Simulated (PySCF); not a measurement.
SMILES [Br][Al]([F])[OH] (PBE0/def2-SVP optimised geometry):

```
5

Al    -0.282    -0.192     0.000
F      1.374    -0.192     0.000
Br    -1.374    -2.130     0.004
O     -1.151     1.249     0.000
H     -0.772     2.130    -0.020
```

Calculation: PBE0/def2-TZVP in PySCF.

What are the frontier orbital energies and the dipole moment?

HOMO-2 -9.94 eV, HOMO-1 -9.05 eV, HOMO -8.92 eV, LUMO -1.13 eV, LUMO+1 -0.24 eV; dipole moment 1.52 D.

On the same geometry PBE/def2-TZVP (PySCF) gives HOMO-2 -8.24 eV, HOMO-1 -7.72 eV, HOMO -7.59 eV, LUMO -1.99 eV, LUMO+1 -1.02 eV; dipole moment 1.48 D.

Meta-Löwdin charges at PBE0/def2-TZVP: Al1 1.23, F2 -0.54, Br3 -0.28, O4 -0.78, H5 0.36.
